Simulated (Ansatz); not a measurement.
Consider the hydrogenolysis of the Si–O bond: `CNB[SiH2]O` + H₂ → `CNB[SiH3]` + H₂O.

Program: Ansatz. Geometries: PBE0-D4/def2-TZVP. ΔE: electronic, gas phase. CCSD(T)/CBS adds triple-zeta CCSD(T) − MP2 to the extrapolated MP2 energy (def2 sets, frozen cores). This one scheme is used for every species. DFT in def2-TZVPP. Each species was taken in one conformer, which may not be the lowest.

| level | ΔE (kcal/mol) |
| --- | --- |
| LDA (SPW92) | 12.0 |
| PBE0-D4 | 11.7 |
| RPA@PBE/def2-TZVPP | 12.6 |
| HF/def2-QZVPP | 12.5 |

What does CCSD(T)/CBS give? (Best estimate.)

Computed: +13.0 kcal/mol. The listed levels differ from it by -1.0, -1.3, -0.4, -0.5 kcal/mol.

What do rigid-rotor, harmonic-oscillator terms from PBE0-D4/def2-TZVP frequencies (298.15 K, 1 bar) make of the CCSD(T)/CBS value? (Estimate.)

Ansatz gave: ΔZPE = +2.9 kcal/mol, ΔH = +15.5 kcal/mol, ΔS = 24 J/(mol·K), ΔG = +13.7 kcal/mol.

Largest T1 diagnostic among the species: 0.014.

From r2SCAN to r2SCAN0 (25 % exact exchange), in def2-TZVPP and without D4, ΔE moves by −0.7 kcal/mol. The D4 term adds +0.9 kcal/mol with B3LYP and +0.5 kcal/mol with PBE0; it sums over pairs of atoms, weighted by their polarisabilities, and B3LYP, whose exchange is more repulsive, gets the larger term. Leaving LDA and LC-ωPBE aside and taking each functional with its dispersion term where it has one, the values, not all of them listed here, spread over 2.4 kcal/mol, from HSE06-D4 to r2SCAN-D4.

CCSD(T)/CBS has its own doubt, a few kJ/mol and more with outer-core shells, so smaller differences from it don't rank the levels.

B3LYP here is the variant with VWN-RPA as its local correlation; programs differ in this.
